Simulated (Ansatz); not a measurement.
Species: C3H3, net charge 1, singlet state. 
Coordinates optimised at B3LYP-D3(BJ)/def2-TZVP (Ansatz, a program for electronic structure):
```xyz
6

C      1.3051    -0.1903     0.1600
C      0.1029    -0.0150     0.0126
C     -1.2145     0.1771    -0.1489
H      2.3600    -0.3441     0.2893
H     -1.5876     1.0465    -0.6881
H     -1.9337    -0.5331     0.2564
```
Charge +1, spin multiplicity 1.

Parts of the frozen-core correlation energy in cc-pVQZ (Ansatz, hartree). Frozen orbitals: 3; correlated occupied orbitals by spin: 7 and 7; virtual: 245 and 245. No spin-orbit coupling. No relativistic terms. The restricted reference is unstable.

| term | value |
|---|---|
| reference (HF) | -114.99699 |
| MP2 opposite-spin | -0.35415 |
| MP2 same-spin | -0.09899 |
| CCSD correlation | -0.47084 |
| (T) | -0.02634 |
| T1 diagnostic | 0.021 |
| largest doubles amplitude | 0.115 |
